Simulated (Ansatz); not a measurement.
Wavefunction ladder for CH$_{6}$AlNOSSi, SMILES `O[Si]1(CS)[NH][AlH]1`

```xyz
12

O    -0.774    1.579   -0.947
Si   -0.579    0.055   -0.354
C     0.406    0.267    1.248
S     1.772    1.434    0.996
N     0.013   -1.145   -1.467
Al   -1.603   -1.840   -1.150
H    -0.221    2.245   -0.523
H     0.778   -0.700    1.591
H    -0.276    0.668    2.002
H     2.010    1.748    2.279
H     0.876   -1.213   -1.988
H    -2.401   -3.097   -1.686
```

Charge 0, multiplicity 1. The geometry is a stationary point of PBE0-D4/def2-TZVP. It is one conformer, not always the lowest. Frozen core, restricted reference, Ansatz 0.2.0. CBS rows extrapolate triple and quadruple zeta; past MP2 they add the triple-zeta difference.

| basis | HF (Eh) | MP2 corr. |
| --- | --- | --- |
| def2-TZVPP | -1099.22094 | -0.99055 |
| def2-QZVPP | -1099.25664 | -1.06677 |

Q: Estimate the CCSD correlation energy and the (T) correction in each basis where they were run (hartree).

A: 
```json
{"basis": "def2-TZVPP", "CCSD corr.": "-1.03768", "(T)": "-0.04575"}
{"basis": "CBS(def2)", "CCSD corr.": "-1.17037", "(T)": "as TZ"}
```
